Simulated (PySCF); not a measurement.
[AgF4]- (charge -1 and singlet state).
Cartesian coordinates in Å at the PBE0-D3(BJ)/def2-SVP level; atoms count from 1:
```xyz
5
AgF4 angstrom
Ag     0.0000    0.0000    0.0000
F      1.9085   -0.0142    0.0034
F      0.0144    1.9084    0.0059
F     -1.9085    0.0143   -0.0035
F     -0.0143   -1.9085   -0.0058
```

Method: TDDFT wB97X-D/def2-SVPD, vertical, gas phase, core orbitals frozen in the response, def2 core potentials past Kr (PySCF). Spin–orbit coupling is left out. The geometry's basis has no diffuse functions, a weakness for an anion.

Kohn–Sham orbitals with the atoms that hold most of them (Löwdin shares over 4%, at most four atoms; ? is withheld):

```
orbital  ε (eV)                            atoms
 HOMO-3   -7.25   F2 25%, F3 25%, F5 25%, F4 25%
 HOMO-2   -7.04  Ag1 31%, F5 17%, F4 17%, F2 17%
 HOMO-1   -7.03  Ag1 24%, F3 21%, F5 21%, F2 17%
   HOMO   -7.03  Ag1 24%, F2 21%, F4 21%, F3 17%
   LUMO       ?                                ?
 LUMO+1    5.57                          Ag1 86%
 LUMO+2    5.94                          Ag1 85%
```

Q: Which atoms hold the LUMO, and with what shares?

A: Ag1 (bonded to 4 F) 48%; F3 (bonded to Ag) 13%; F2 (bonded to Ag) 13%; F4 (bonded to Ag) 13%. By element: silver 48%, fluorine 39% or more.

Q: What is the LUMO energy, and the HOMO–LUMO gap?

A: ε(LUMO) = 1.72 eV; the gap is 8.75 eV (0.3216 hartree).

Within 0.005 eV of a neighbour in this list lie HOMO-1/HOMO (point group found: D4h); within a degenerate set the shares of single atoms can hang on how the components are chosen.

Q: How does S1 compare with the orbital gap of 8.75 eV?

A: S1 is at 2.74 eV (f = 0.0000), 6.01 eV below the gap, made of HOMO-2/HOMO-1/HOMO→LUMO (≥97%). Without the coupling terms of the response equations the lowest excitation would equal the gap.

For S1 the Löwdin share of silver is 31% in HOMO-2 and 48% in LUMO.

Next come S2 at 2.98 eV (f 0.0000), HOMO-2/HOMO-1/HOMO→LUMO (97%); S3 at 2.98 eV (f 0.0000), HOMO-2/HOMO-1/HOMO→LUMO (97%); S4 at 3.54 eV (f 0.0000), HOMO-3→LUMO (100%); S5 at 4.04 eV (f 0.0000), HOMO-7→LUMO (91%), HOMO-13→LUMO (8%).

Orbitals of the list HOMO-3 to LUMO+2 that lie within 0.01 eV of each other are written together with a slash and their weights summed (≥ marks a lower bound); for degenerate orbitals outside that list single weights are arbitrary.

Löwdin shares depend on the basis, the more so with diffuse functions.

Time: 15 s wall. Hardware: an Arm Neoverse V1 with one thread (shared host).
